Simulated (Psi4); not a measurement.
Pair of molecules, SMILES [GaH3] with SMILES [C-]#[O+], pulled apart as rigid monomers along the line of their centres of mass from the GFN2-xTB minimum (SMILES order as in the coordinates).
Starting geometry (charge 0, multiplicity 1):
```
atom    x (Å)    y (Å)   z (Å)
----  -------  -------  ------
Ga    -0.0031   0.0259  0.2557
H     -0.0089   1.5742  0.2529
H      1.3376  -0.7369  0.1190
H     -1.3414  -0.7488  0.1708
C      0.0691  -0.1225  3.4143
O      0.0397  -0.0696  2.2936
```

The numbers are results of SAPT0/aug-cc-pVDZ run with Psi4, not measurements.

```json
[
 {"Ga1···O6 (Å)": "1.84", "electrostatics (kcal/mol)": "-41.61", "exchange (kcal/mol)": "88.76", "induction (kcal/mol)": "-20.67", "dispersion (kcal/mol)": "-10.41", "total": "16.07"},
 {"Ga1···O6 (Å)": "2.04", "electrostatics (kcal/mol)": "-21.58", "exchange (kcal/mol)": "43.58", "induction (kcal/mol)": "-12.06", "dispersion (kcal/mol)": "___", "total": "2.84"},
 {"Ga1···O6 (Å)": "2.35", "electrostatics (kcal/mol)": "___", "exchange (kcal/mol)": "15.00", "induction (kcal/mol)": "-4.98", "dispersion (kcal/mol)": "-4.04", "total": "-2.86"},
 {"Ga1···O6 (Å)": "2.86", "electrostatics (kcal/mol)": "-2.79", "exchange (kcal/mol)": "2.50", "induction (kcal/mol)": "-1.08", "dispersion (kcal/mol)": "-1.64", "total": "-3.00"},
 {"Ga1···O6 (Å)": "3.67", "electrostatics (kcal/mol)": "-0.85", "exchange (kcal/mol)": "0.13", "induction (kcal/mol)": "-0.12", "dispersion (kcal/mol)": "-0.43", "total": "-1.28"}
]
```

Fill in the missing entries.


- 2.35, electrostatics (kcal/mol): -8.84
- 2.04, dispersion (kcal/mol): -7.10
